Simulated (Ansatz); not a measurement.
The same path of ClGaH$_{2}$ (4 atoms, charge 0, multiplicity 1) was run twice with different band settings. Lost on the way: Ga1–H3. Made: Cl2–H3.

The calculation used RKS PBE0/def2-SVP (Ansatz 0.2.0).

Relaxed end points:

```xyz
4
Properties=species:S:1:pos:R:3
Ga 0.454 0.000 0.078
Cl 0.822 0.000 2.203
H 1.731 0.000 -0.816
H -1.049 0.000 -0.334
```

```xyz
4
Properties=species:S:1:pos:R:3
Ga -0.415 0.000 -1.034
Cl 1.401 0.000 1.301
H 2.516 0.000 0.656
H -1.545 0.000 0.208
```

Common settings: movable images 7; climbing image yes; optimiser quadratic models (default); start path through a guess of the saddle point; force threshold 0.05 eV/Å; iteration limit 60; end points relaxed.

| run | spring |
| --- | --- |
| 1 | 5.0 eV/Å² |
| 2 | 50.0 eV/Å² |

What does each run give, and how far can it be trusted?

Run 1: converged after 8 iterations, highest image 2.381 eV above the first end. A vibrational analysis at the climbing image gives one clearly imaginary mode, 911i cm⁻¹: a first-order saddle point.
Run 2: converged after 8 iterations, highest image 2.381 eV above the first end. Another band between the same ends (7 images) ends at a top of the same energy, where a vibrational analysis finds 1 clearly imaginary mode.
The orbitals stay closed-shell, which can raise the energy where a bond breaks towards radicals; this wasn't checked here.
